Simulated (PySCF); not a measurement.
Computed properties of C2H9FOSi2, SMILES [SiH3][C@@H](C)[Si@H](O)F

C2H9FOSi2, SMILES C[C@H]([SiH3])[Si@H](O)F. The structure is a stationary point at B3LYP-D3(BJ)/def2-SVP. The structure was generated by enumeration; whether it is a known compound was not checked. The values are those of a single conformer. All values are computed for the isolated molecule unless a solvent is named; none is compared with measurement here.

**Structure.** All 39 harmonic modes at B3LYP-D3(BJ)/def2-SVP (PySCF) are real, so it is a minimum. With heavy atoms numbered as in [CH3:1][C@H:2]([SiH3:3])[Si@H:4]([OH:5])[F:6], the shortest bond between them is C1–C2 at 1.546 Å and the longest C2–Si3 at 1.898 Å.

**Vibrations.** The strongest infrared lines (harmonic, unscaled, degenerate partners summed) lie at 754 cm⁻¹ (220 km/mol, H 74 %, C 16 %), 944 cm⁻¹ (191 km/mol, H 85 %, Si 12 %), 947 cm⁻¹ (180 km/mol, H 56 %, Si 25 %, O 11 %). The softest mode is at 26 cm⁻¹ and the zero-point energy is 66.8 kcal/mol.

**Electronic structure.** CAM-B3LYP/def2-TZVP (PySCF) places the frontier levels at -9.79 and 1.31 eV, a gap of 11.10 eV, and gives a dipole moment of 1.78 D and a mean polarisability of 76.4 bohr³. PBE/def2-TZVP (PySCF) at the same geometry gives -7.14 and -0.41 eV, so its gap is 4.37 eV narrower. An orbital gap is neither the optical nor the fundamental gap.

**Excitations.** TDA-CAM-B3LYP/def2-SVPD (PySCF) has S1 at 7.88 eV (157 nm, f = 0.002, dark); the most intense of the 6 singlets computed lies at 8.41 eV (f = 0.03). T1 (TDA) is at 7.55 eV, 0.33 eV under S1. TDA-PBE/def2-SVPD (PySCF) puts S1 at 6.61 eV. No vertical singlet excitation falls in the visible range (under 3.1 eV).

**NMR.** GIAO shifts at PBE0/pcSseg-1 (PySCF) (non-relativistic, atoms alike by connectivity averaged): ¹³C from 2.3 to 12.9 ppm against TMS; ¹H from 0.7 to 5.1 ppm against TMS; ²⁹Si from -61.4 to -0.6 ppm against TMS; ¹⁹F at -152.0 ppm against CFCl3.

**Solvation.** SMD-ωB97X/6-31G* (PySCF) gives -2.9 kcal/mol in water, -5.1 kcal/mol in acetonitrile, -5.8 kcal/mol in 1-octanol (1 M in both phases, gas-phase geometry); of these solvents 1-octanol holds the molecule best.
